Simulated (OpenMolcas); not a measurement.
An atom or ion with 34 electrons was computed by SS-CASPT2, IPEA 0.25 Eh, imaginary shift 0.1 Eh with spin-orbit coupling (OpenMolcas, ANO-RCC-VTZP, DKH2). The lowest levels that the run gave, each within 12 % of the measured value where one is at hand:

```json
{"J": "2", "Parity": "even", "E (cm⁻¹)": "0.0", "g": "1.494"}
{"J": "1", "Parity": "even", "E (cm⁻¹)": "1833", "g": "1.501"}
{"J": "0", "Parity": "even", "E (cm⁻¹)": "2410", "g": ""}
{"J": "2", "Parity": "even", "E (cm⁻¹)": "9920", "g": "1.007"}
{"J": "0", "Parity": "even", "E (cm⁻¹)": "23560", "g": ""}
```

Q: Which ion is it, and what are the configurations and terms?

A: Se (Z = 34, neutral; active space 4 electrons in 3 orbitals (4p)). J, parity and g give the terms where levels are pure, and mixed ones are named by the computed weights; the size of the splittings, set against known spectra of the 34-electron sequence, gives the charge. In order, with the measured energies in cm⁻¹ (NIST Handbook of Basic Atomic Spectroscopic Data): 4s² 4p⁴ ³P₂, 4s² 4p⁴ ³P₁ (1989), 4s² 4p⁴ ³P₀ (2534), 4s² 4p⁴ ¹D₂ (9576), 4s² 4p⁴ ¹S₀ (22446).

Term energies are means over components that CASPT2 splits; among the terms shown or strongly mixed into the levels shown the widest spread is 170 cm-1 (4s² 4p⁴ ¹D). With the s shell closed, the reference lacks s² → p² mixing. Measured partners are found by configuration, term and J. A level has none where our copy of the source lacks it or the pairing is in doubt (some pairs that miss far off the trend of their configuration count as doubtful), and it then counts in no deviation. Only configurations of the active space appear.
